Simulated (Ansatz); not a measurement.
GeH$_{5}$NOS, SMILES `[NH2][GeH]([OH])[SH]`, relaxed with RKS PBE0-D4/def2-TZVP in Ansatz from a PBE-D4/def2-SVP geometry. The force threshold is 0.005 eV/Å; the program also tests the step.

The species carries charge 0 and has multiplicity 1.

Start:

```xyz
9

N     1.359   -0.376    0.999
Ge   -0.167    0.260    0.209
O    -1.425   -0.915    0.721
S    -0.149    0.299   -2.063
H     1.493   -1.383    0.853
H     2.217    0.116    0.728
H    -0.452    1.696    0.720
H    -1.974   -1.129   -0.057
H    -0.902    1.433   -2.111
```

Task: By how much does the energy fall, and how many steps does the optimiser take? (An estimate is asked.)

Result: Ansatz gave: 4.23 kJ/mol, in 8 steps, 1 of them rejected.

Task: Which bonds change most? (An estimate is asked.)

Result: Computed: Ge2–S4 from 2.272 to 2.239 Å; Ge2–O3 from 1.796 to 1.773 Å; S4–H9 from 1.362 to 1.343 Å; N1–Ge2 from 1.832 to 1.814 Å.

Task: Give the relaxed structure. (Best estimate.)

Result: Computed: 
```xyz
9

N     1.355   -0.372    0.962
Ge   -0.163    0.271    0.206
O    -1.397   -0.902    0.700
S    -0.103    0.336   -2.031
H     1.459   -1.374    0.884
H     2.215    0.087    0.698
H    -0.478    1.681    0.725
H    -1.969   -1.128   -0.037
H    -0.919    1.400   -2.108
```
